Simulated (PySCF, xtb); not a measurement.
B(F)2(OAc) (C2H3BF2O2), SMILES C(OB(F)F)(C)=O.

Geometry: ωB97X-D3(BJ)/def2-SVP. One conformer was computed; it need not be the lowest.

Computed with PySCF 2.14.0 with C-PCM-PBE0/def2-SVP.

The values are the electrostatic part of the solvation free energy, E(continuum) − E(gas) at the gas-phase geometry, in a cavity of scaled van der Waals radii (PySCF's table); cavitation and dispersion terms are not included. In vacuum the orbital gap is 8.02 eV. The dipole moment in vacuum is 2.77 D.

Computed values in water (ε = 78.36), N,N-dimethylformamide (ε = 37.22), ethylethanoate (ε = 5.99):
```csv
solvent,ε,ΔG(elec) (kcal/mol),dipole (D),gap (eV)
water,78.36,-4.8,3.37,8.13
"N,N-dimethylformamide",37.22,-4.8,3.36,8.13
ethylethanoate,5.99,-4.0,3.26,8.11
```

For comparison, GFN2-xTB/ALPB(water) (xtb, at the GFN2-xTB geometry, all terms of that model) gives -3.8 kcal/mol.
